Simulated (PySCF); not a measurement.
# Reading the logs of faulty runs: C2GeH7N

All numbers below are calculated, not measured. They come from PySCF 2.14.0, an open-source quantum chemistry program, on an isolated molecule that a program drew, which may never have been made. The molecule is C2GeH7N (charge 0, singlet), drawn as the SMILES string `CN[CH2][GeH]`.

Each row is a Hartree-Fock (HF) and frozen-core CCSD(T) single point in the cc-pVDZ basis, meant for a local HF minimum. Run 1 is clean. Each other run has one planted mistake out of seven kinds, and not every kind appears here: one electron removed, one electron added, multiplicity raised by two, geometry at a saddle point, minimal basis STO-3G, one bond length entered in bohr, all coordinates scaled. The reference is restricted for singlets and unrestricted otherwise, and also for a bond in bohr. Adding or removing an electron swaps singlet and doublet. Electrons count all cores. HOMO and LUMO are orbital energies over both spins, the gradient is its largest component, and the lowest frequency (negative if imaginary) is given only where the gradient is small. Bond lengths are over the 10 bonds as drawn. T1 is the CCSD diagnostic: over 0.02 (restricted) or 0.045 (unrestricted) a single reference is doubtful. Germanium has the cc-pVDZ-PP basis, with a core potential (ECP10MDF) in place of its 10 inner electrons, and its 3s, 3p and 3d shells are frozen in CCSD(T).

Geometry of the clean run:
```xyz
11
C2GeH7N, angstrom
C    -1.9842    0.8848   -0.4837
N    -0.8588    1.7424   -0.7841
C     0.4318    1.0855   -0.6575
Ge    0.8537   -0.1455   -2.1890
H    -2.9117    1.4547   -0.5570
H    -2.0440    0.0748   -1.2154
H    -1.9400    0.4274    0.5169
H    -0.8897    2.5397   -0.1725
H     1.2237    1.8441   -0.7152
H     0.5804    0.5733    0.3087
H     2.2643   -0.5650   -1.5824
```

```
run  electrons  basis functions  <S^2>  HOMO (eV)  LUMO (eV)  gradient (hartree/bohr)  lowest frequency (cm^-1)  mean bond (Å)  longest bond (Å)      T1  HF (hartree)  CCSD(T) (hartree)                          mistake
  1         58              100  0.000      -8.42       0.74                  2.5e-05                       123         1.2994             2.010  0.0104    -427.58432         -428.19554                         no fault
  2         58              100  0.000      -8.26       0.95                  6.1e-02                         -         1.2188             1.885  0.0099    -427.54008         -428.13823           all coordinates scaled
  3         58              100  0.987      -8.77       0.55                  1.1e-02                         -         1.3888             2.010  0.0539    -427.47452         -428.07193  one bond length entered in bohr
  4         57              100  0.879     -13.56      -5.18                  8.1e-02                         -         1.2994             2.010  0.0801    -427.31424         -427.90208             one electron removed
  5         58              100  2.007      -7.45       0.10                  2.8e-02                         -         1.2994             2.010  0.0152    -427.54917         -428.14391                                ?
  6         59              100  0.764      -0.66       8.06                  2.1e-02                         -         1.2994             2.010  0.0108    -427.58199         -428.20211                                ?
```

**Which mistake was planted in run 5, and what did it cost?**

Electrons, basis and geometry are unchanged, and <S^2> is 2.007, beside S(S+1) = 2.00 for a multiplicity of 3. So the mistake is: multiplicity raised by two. Subtracting run 1 and multiplying by 627.51 kcal/mol a hartree, the energy moved by 22.1 kcal/mol in HF and 32.4 kcal/mol in CCSD(T).

**Which mistake was planted in run 6, and what did it cost?**

It counts 59 electrons, one more than the clean run, at the same geometry and basis. So the mistake is: one electron added. Subtracting run 1 and multiplying by 627.51 kcal/mol a hartree, the energy moved by 1.5 kcal/mol in HF and -4.1 kcal/mol in CCSD(T).

Cautions from the logs. Run 3: T1 is over the limit, so its CCSD(T) energy is less reliable; run 4: T1 is over the limit, so its CCSD(T) energy is less reliable.
